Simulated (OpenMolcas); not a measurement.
Re4+ among 4 point charges of -1 e arranged as a square (D4h), 2.34 Å from the ion.
```
   2.3400    0.0000    0.0000  -1.00
   0.0000    2.3400    0.0000  -1.00
  -2.3400    0.0000    0.0000  -1.00
   0.0000   -2.3400    0.0000  -1.00
```

```yaml
Program: OpenMolcas 26.06
Method: CASSCF
Basis: ANO-RCC-VDZP [7s6p4d2f1g]
Scalar_Hamiltonian: DKH2, point nucleus
Active_space: 3 electrons in 5 orbitals (5d)
State_averaging: 2S+1 = 4 even, 10 roots; 2S+1 = 2 even, 40 roots
Spin-orbit_coupling: state interaction with AMFI integrals over the reference wave functions
```

Problem. What is the spin-free ground state (labels of D4, the rotations of D4h)?

Solution. 4E, 2-fold in its orbital part, 98 % from free-ion F terms; it has the highest spin that d3 allows.

Problem. Where is the first state of the same spin?

Solution. 4B1 at 763 cm-1 above the ground state.

Problem. What are the lowest two levels with spin-orbit coupling?

Solution. A 2-fold level E3/2 with g = 0.53, 0.53, 1.04, then a 2-fold level E1/2 2138 cm-1 above it. Their leading multiplicities are 4 (85 %) and 4 (89 %).

Problem. What is χT at 300 K?

Solution. 0.08 cm3 K/mol.

Spin-orbit coupling mixes the spin-free states strongly: the lowest level takes only 54 % from its leading state, 4E. An orbital doublet at a regular site is open to a Jahn-Teller distortion, which this geometry leaves out. Without dynamic correlation the repulsion within the d shell is too large (B by tens of per cent), so at a given field states of lower spin stand too high. The ground term spreads over less than 5000 cm-1, several times less than with real ligands, so orbital moments are less quenched and χT lies further from the spin-only value than at real sites. Point charges carry no covalency, so the field is a model and not that of real ligands. No measured value stands beside these numbers.
